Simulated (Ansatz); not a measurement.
Reaction (cleavage of the Al–Ge bond): `[Cl][Al]([Cl])[GeH3]` + `O[SiH3]` → `[SiH3][O][Al]([Cl])[Cl]` + GeH₄

Computed with Ansatz on PBE0-D4/def2-TZVP structures; ΔE is electronic, products minus reactants. CBS: MP2 limit from def2 TZ/QZ plus the TZ coupled-cluster correction, frozen cores. DFT in def2-TZVPP. B3LYP here is the variant with VWN-RPA as its local correlation; programs differ in this. HSE06 is defined as in plane-wave codes. For Ge outer-core shells are correlated without core-valence functions, which leaves a few kJ/mol of doubt a bond. Scalar relativity is left out up to krypton. Each species was taken in one conformer, which may not be the lowest.

| level | ΔE (kJ/mol) | difference from CCSD(T)/CBS |
| --- | --- | --- |
| LDA (SPW92) | -103.3 | 19.2 |
| PBE-D4 | -101.0 | 21.5 |
| revPBE-D4 | -103.9 | 18.6 |
| BLYP-D4 | -119.9 | 2.6 |
| r2SCAN-D4 | -122.5 | 0.0 |
| B97M-V | -131.8 | -9.3 |
| PBE0-D4 | -109.1 | 13.4 |
| r2SCANh-D4 | -123.3 | -0.8 |
| HSE06-D4 | -108.4 | 14.1 |
| BHLYP-D4 | -134.3 | -11.8 |
| CAM-B3LYP-D4 | -132.5 | -10.0 |
| ωB97M-V | -123.7 | -1.2 |
| B2PLYP | -127.9 | -5.4 |
| PBE-QIDH | -120.7 | 1.8 |
| PBE | -99.7 | 22.8 |
| revPBE | -99.1 | 23.4 |
| BLYP | -117.1 | 5.4 |
| r2SCAN | -121.9 | 0.6 |
| PBE0 | -108.0 | 14.5 |
| B3LYP | -123.2 | -0.7 |
| r2SCANh | -122.7 | -0.2 |
| r2SCAN0 | -123.8 | -1.3 |
| HSE06 | -107.4 | 15.1 |
| BHLYP | -134.0 | -11.5 |
| CAM-B3LYP | -131.5 | -9.0 |
| LC-ωPBE | -121.6 | 0.9 |
| RPA@PBE/def2-TZVPP | -124.8 | -2.3 |
| HF/def2-SVP | -152.4 | -29.9 |
| MP2/def2-SVP | -141.1 | -18.6 |
| CCSD/def2-SVP | -138.5 | -16.0 |
| CCSD(T)/def2-SVP | -135.8 | -13.3 |
| HF/def2-TZVPP | -146.7 | -24.2 |
| MP2/def2-TZVPP | -129.9 | -7.4 |
| SCS-MP2/def2-TZVPP | -133.9 | -11.4 |
| CCSD/def2-TZVPP | -128.9 | -6.4 |
| CCSD(T)/def2-TZVPP | -125.7 | -3.2 |
| HF/def2-QZVPP | -149.6 | -27.1 |
| MP2/def2-QZVPP | -129.1 | -6.6 |
| HF/CBS(def2) | -150.0 | -27.5 |
| CCSD/CBS(def2) | -125.7 | -3.2 |
| CCSD(T)/CBS | -122.5 | 0 |

Largest T1 diagnostic among the species: 0.012.

From PBE to PBE0 (25 % exact exchange), in def2-TZVPP and without D4, ΔE moves by −8.3 kJ/mol. In def2-TZVPP, CCSD(T) changes the Hartree–Fock value by +21.0 kJ/mol (the triples alone add +3.2 kJ/mol) and MP2 by +16.8 kJ/mol.
